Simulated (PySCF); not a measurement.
Stepwise substitution at one centre (Sn OCH3-H). Gas-phase values, no solvent. One relaxed conformer stands for each flexible species; it need not be the lowest. Strings in code marks are SMILES.

The S1–T1 gap (TDA) from two functionals at the same geometries (B3LYP-D3(BJ)/def2-SVP), both in PySCF: PBE-D3(BJ)/def2-TZVP and B3LYP-D3(BJ)/def2-TZVP. B3LYP has the VWN-RPA correlation part, as in Gaussian. Excitations are Tamm–Dancoff values on a coarser integration grid. The basis has no diffuse functions, so Rydberg states are missing or too high.

```csv
species,PBE-D3(BJ)/def2-TZVP (eV),B3LYP-D3(BJ)/def2-TZVP (eV)
1 of 4 OCH3 replaced by H (`[O]([SnH]([O]C)[O]C)C`),0.30,0.42
"2 of 4 OCH3 replaced by H (`[O]([SnH2][O]C)C` (C–O–Sn–O torsion 60°, O–Sn–O–C torsion 60°))",0.37,0.50
3 of 4 OCH3 replaced by H (`C[O][SnH3]`),0.36,0.41
```

Over these rows, drawn at random from the members with no instability flagged (it was tested for open shells, ions and some series alone), PBE minus B3LYP-D3(BJ): mean -0.10 eV, from -0.13 eV to -0.04 eV.
